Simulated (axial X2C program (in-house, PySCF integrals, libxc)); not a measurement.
# What spin–orbit coupling does to GaTe⁻

All values were computed with an axial X2C code built on PySCF integrals. Spin-free means the one-electron spin-free X2C Hamiltonian; two-component (2c) means X2C with spin–orbit coupling and atomic mean-field two-electron Coulomb and Gaunt terms, so the difference of the two also holds small scalar two-electron terms. Basis: Te dyall-acv3z [12s13p9d5f1g], Ga dyall-acv3z [10s10p8d5f1g] (cores contracted in-house); Gaussian nuclei, density fitting, unrestricted open shells. Masses: Te 129.906 u, Ga 68.926 u.

Spin-free state: M_S = 0, Λ = 0 (closed shell); fragments Te- + Ga.

```csv
level,Re (Å),ωe (cm⁻¹),De (eV),μ (D)
PBE0,2.477,251.4,3.408,0.41
HF,2.490,256.1,2.168,0.89
MP2,2.497,253.0,3.474,n/a
CCSD,2.498,252.9,3.221,n/a
CCSD(T),2.507,247.9,3.380,n/a
PBE,2.505,237.7,3.530,0.31
```

Correlated methods: 10 electrons correlated (number of frozen shells: Te 4 s, 3 p, 2 d; Ga 3 s, 2 p, 1 d), 372 virtual spin orbitals or spinors in MP2, 88 natural virtuals in coupled cluster.

Dipoles are positive if Ga is the positive end and refer to the centre of mass.

Two-component determinant lowest at the distance of the search:

Ω = 0 (closed shell); fragments Te- + Ga.

```tsv
level	Re (Å)	ωe (cm⁻¹)	De (eV)	μ (D)
PBE0	2.480	249.7	n/a	0.37
HF	2.493	254.4	n/a	0.85
MP2	2.499	251.5	3.246	n/a
CCSD	2.501	251.3	2.990	n/a
CCSD(T)	2.509	246.5	3.150	n/a
PBE	2.508	235.9	n/a	0.27
```

Problem. From the two tables, how do the constants change at the CCSD(T) level (2c against spin-free)?

Solution. At the CCSD(T) level Re rises by 0.002 Å and ωe falls by 1.4 cm⁻¹; De changes by -0.230 eV.

The state is one determinant whose occupation by symmetry is held fixed; it was picked as the lowest of a PBE0 search that is not exhaustive. Closed shells are restricted here (equal orbitals for both partners); the stretched side of such a curve lies too high. De is counted from the lowest determinant-based energies of the atoms at the same level, without counterpoise correction. De is not given where an atomic determinant may have missed its ground term or J level, or where the truncated virtual space spoils (T). Coupled cluster ran in a truncated set of natural virtual spinors; the MP2 energy of the rest was added. (T) has no such correction and the atoms are truncated less, which lowers De at CCSD(T) by a hundredth of an eV or more. The functionals have no current-density term, which raises determinants with orbital currents, atoms included. The highest occupied level of some functionals is positive through self-interaction error; at Hartree–Fock it is bound. With the outer-core shells frozen, correlated bond lengths of heavy atoms tend to come out a few hundredths of an ångström too long. Hartree–Fock gets electron affinities wrong, so its lowest charge split need not be the true one.
